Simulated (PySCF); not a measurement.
SMILES N[SiH2][SeH] (H5NSeSi) (CAM-B3LYP/def2-SVP optimised geometry):

```
8

N      1.137    -0.636     0.000
Si    -0.583    -0.636     0.000
Se    -1.657     1.401     0.000
H      1.643    -0.566     0.876
H      1.657    -0.205    -0.758
H     -1.088    -1.242    -1.257
H     -0.999    -1.401     1.202
H     -1.192     1.767     1.345
```

Level of theory: CAM-B3LYP/def2-TZVP (PySCF).

Q: What are the frontier orbital energies and the dipole moment?

A: HOMO-2 -10.66 eV, HOMO-1 -8.93 eV, HOMO -8.13 eV, LUMO 1.12 eV, LUMO+1 1.40 eV; dipole moment 2.01 D.

Meta-Löwdin charges at CAM-B3LYP/def2-TZVP: N1 -0.74, Si2 0.69, Se3 -0.27, H4 0.24, H5 0.24, H6 -0.11, H7 -0.11, H8 0.06.
